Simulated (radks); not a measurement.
Question: These are the eigenvalues of the occupied orbitals of an atom or ion with whole-number occupations (eV). All-electron calculation, scalar-relativistic Kohn-Sham, r2SCAN, spin-polarised, spherical densities, finite nucleus; meta-GGA in the generalised Kohn-Sham scheme; Fermi nuclear charge, rms radius of each element as measured or else 0.836 A^(1/3) + 0.57 fm. Program: a radial shooting solver on a logarithmic mesh with Libxc functionals.

1s down: -19914.77
1s up: -19914.75
2s up: -2867.407
2s down: -2866.969
2p up: -2566.029
2p down: -2565.715
3s up: -533.9262
3s down: -533.7869
3p up: -434.2275
3p down: -434.0423
3d up: -272.6310
3d down: -272.2715
4s up: -114.0334
4s down: -112.0013
4p up: -86.7301
4p down: -84.4562
4d up: -47.0573

Which element is it, and in what charge state? The configuration may be excited. Open shells, if any, are filled with parallel spins first.

Answer: Z = 42, molybdenum, charge +4: Mo4+ in [Kr] 4d2. The list shows which subshells hold electrons but not how many an open one holds; the 1s level, -731.85 hartree, gives Z - s = 38.3 by -(Z - s)^2/2, which with screening and relativity narrows Z to a few neighbours, and the depths of the outer levels then fix element, charge and occupations together.
